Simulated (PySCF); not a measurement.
## Polarisability and C₆ of Re (rhenium, neutral)

[Xe] 4f14 5d5 6s2, high-spin 6S determinant. Computed with PySCF 2.14 in aug-cc-pVQZ-PP with ECP60MDF (7s7p6d4f3g2h, 135 functions), with scalar relativity through the core potential. Coupled (time-dependent) response in atomic units; α is the mean over directions.

```tsv
method	mean α (bohr³)	C₆ (like pair)	S(−4)
PBE0	68.77	806.2	2174
```

S(−4) is the Cauchy moment in α(ω) = α(0) + S(−4) ω² + …

Reference α: 62 ± 3 bohr³ (recommended; Schwerdtfeger and Nagle, table of static dipole polarizabilities (2023 update)). Published C₆: 663.0 (Gould and Bucko (2016)).

α(iu) at PBE0:

```json
{"u (hartree)": "0", "α(iu) (bohr³)": "68.77"}
{"u (hartree)": "0.0500", "α(iu) (bohr³)": "63.96"}
{"u (hartree)": "0.100", "α(iu) (bohr³)": "54.07"}
{"u (hartree)": "0.200", "α(iu) (bohr³)": "36.37"}
{"u (hartree)": "0.300", "α(iu) (bohr³)": "25.43"}
{"u (hartree)": "0.500", "α(iu) (bohr³)": "14.77"}
{"u (hartree)": "0.750", "α(iu) (bohr³)": "9.189"}
{"u (hartree)": "1.00", "α(iu) (bohr³)": "6.436"}
{"u (hartree)": "1.50", "α(iu) (bohr³)": "3.769"}
{"u (hartree)": "2.00", "α(iu) (bohr³)": "2.503"}
{"u (hartree)": "3.00", "α(iu) (bohr³)": "1.335"}
{"u (hartree)": "5.00", "α(iu) (bohr³)": "0.5557"}
```

A single London oscillator, α(iu) = α/(1 + u²/ω²), gives C₆ = (3/4) ω α². Matching the computed C₆ needs ω = 4 × 806.2 / (3 × 68.77²) = 0.227 hartree.

Energies and moments cover only the electrons outside the core potential. Spin-orbit coupling, which splits the p, d and f shells strongly at this Z, is absent.
